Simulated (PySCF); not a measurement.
# How methods differ on the ionisation energy of Pm(55+)

Pm(55+) [He] 2s2 2p2 (3P) → Pm(56+) [He] 2s2 2p1 (2P), as a difference of total energies. Computed with PySCF 2.14 in an uncontracted even-tempered set (19 s from 31 bohr⁻², ratio 2.2; 12 p from 40 bohr⁻², ratio 2.2; 5 d from 150 bohr⁻², ratio 2.4; 5 f from 230 bohr⁻², ratio 2.4; 4 g from 340 bohr⁻², ratio 2.4), with the spin-free X2C one-electron Hamiltonian (Gaussian nucleus). Correlated levels: nothing frozen; virtual orbitals above 40 to 60 times the deepest correlated orbital energy dropped. The calculations carry no spin-orbit coupling.

```tsv
method	ionisation energy (eV)
UHF	11450.2
LDA	11443.7
PBE	11448.1
PBE0	11448.9
r2SCAN	11453.3
BHandHLYP	11450.7
PBEsol	11445.3
MP2 (all electrons)	11449.9
SCS-MP2 (all electrons)	11449.5
```

Spin-orbit coupling is strong in these open shells (close to jj coupling). The scalar numbers leave it out and a first-order estimate fails, so it can dominate the gap to the real levels.

For this ion Breit and QED terms and the two-electron picture change, all absent here, outweigh the differences among the correlated methods.

For comparison: 11819 ± 5 eV (theoretical estimate listed by NIST; NIST Atomic Spectra Database, ionization energies).
